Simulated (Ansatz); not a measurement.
C₂H₇BO (`CBCO`), relaxed with RKS PBE-D4/def2-SVP in Ansatz 0.2.0 from a rough embedded geometry. The force threshold is 0.03 eV/Å; the program also tests the step.

The species carries charge 0 and has multiplicity 1.

Start:

```xyz
11

C     0.564   -0.475   -1.337
B    -0.410   -0.533   -0.146
C    -0.088    0.270    1.169
O    -1.086    1.113    1.537
H    -0.008   -0.067   -2.268
H     1.447    0.146   -1.201
H     0.914   -1.524   -1.626
H    -1.395   -1.214   -0.188
H     0.953    0.777    1.111
H     0.023   -0.472    2.031
H    -0.914    1.981    0.916
```

Q: How much energy does the relaxation release, and in how many steps? (An estimate is asked.)

A: Ansatz gave: 70.07 kJ/mol, in 18 steps, 3 of them rejected.

Q: Which bonds change most? (Estimate.)

A: The calculation gave: O4–H11 from 1.081 to 0.974 Å; C3–O4 from 1.358 to 1.415 Å; C1–H5 from 1.166 to 1.112 Å; B2–H8 from 1.199 to 1.229 Å.

Q: Give the relaxed structure. (Estimate.)

A: Ansatz gave: 
```xyz
11

C     0.662   -0.692   -1.303
B    -0.388   -0.099   -0.305
C     0.008    0.481    1.090
O    -0.997    0.850    2.015
H     0.562   -0.238   -2.313
H     1.720   -0.633   -0.979
H     0.410   -1.767   -1.459
H    -1.566   -0.040   -0.653
H     0.670    1.358    0.808
H     0.732   -0.204    1.597
H    -1.813    0.984    1.501
```
